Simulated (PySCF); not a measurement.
Geometry:
```
atom   x (Å)   y (Å)   z (Å)
 Al1   1.082   1.103   0.674
  C2   2.441   1.268   2.077
  H3   2.441   0.421   2.782
  H4   2.295   2.191   2.665
  H5   3.454   1.334   1.645
  C6   0.645   2.596  -0.519
  H7   0.632   3.550   0.034
  H8  -0.326   2.492  -1.028
  H9   1.413   2.706  -1.306
 N10   0.276  -0.490   0.545
 C11  -0.760  -1.019  -0.340
 C12  -0.353  -0.809  -1.803
 C13  -0.921  -2.516  -0.078
 C14  -2.097  -0.314  -0.076
 H15   0.544  -1.172   1.249
 H16  -1.120  -1.194  -2.494
 H17  -0.215   0.262  -2.020
 H18   0.596  -1.324  -2.011
 H19   0.029  -3.044  -0.260
 H20  -1.688  -2.957  -0.732
 H21  -1.222  -2.697   0.967
 H22  -2.005   0.768  -0.259
 H23  -2.400  -0.455   0.973
 H24  -2.899  -0.700  -0.725
```

Computed data (PySCF 2.14): σ from GIAO-B3LYP/pcSseg-1 (pcSseg-2 on Al), geometry from PBE0-D3(BJ)/def2-SVP. Fast rotation and ring inversion assumed for equivalent nuclei, non-relativistic Hamiltonian, a single conformation, gas phase.

δ = σ(ref) − σ, references computed at the same level: TMS for $^{13}$C, $^{1}$H; [Al(H2O)6]3+ for $^{27}$Al; NH3 for $^{15}$N.

```
                              atoms    nucleus  count  δ (ppm)
                  H3/H4/H5/H7/H8/H9    $^{1}$H      6        ?
                                C11   $^{13}$C      1     50.0
                                H15    $^{1}$H      1        ?
                                N10   $^{15}$N      1    118.2
                                Al1  $^{27}$Al      1    255.3
                        C12/C13/C14   $^{13}$C      3     37.9
H16/H17/H18/H19/H20/H21/H22/H23/H24    $^{1}$H      9     1.19
                              C2/C6   $^{13}$C      2    -11.7
```

Task: Estimate the values marked ?.

Result: 
- H15: 1.97 ppm, hydrogen on a nitrogen bonded to C, Al
- H3/H4/H5/H7/H8/H9: -0.44 ppm, hydrogen on a carbon bonded to Al

The OH or NH signal is concentration- and solvent-dependent in practice; the value given is the gas-phase one. Shifts are as computed, not scaled to solution data. Of 1313 compounds with measured shifts, 239 miss one by over three times the rms of a fit or turn the order of signals round; such compounds aren't used in these exercises. Experimental scales use liquid or dissolved standards, which lie at an offset from isolated NH3 (liquid NH3: subtract about 20 ppm).
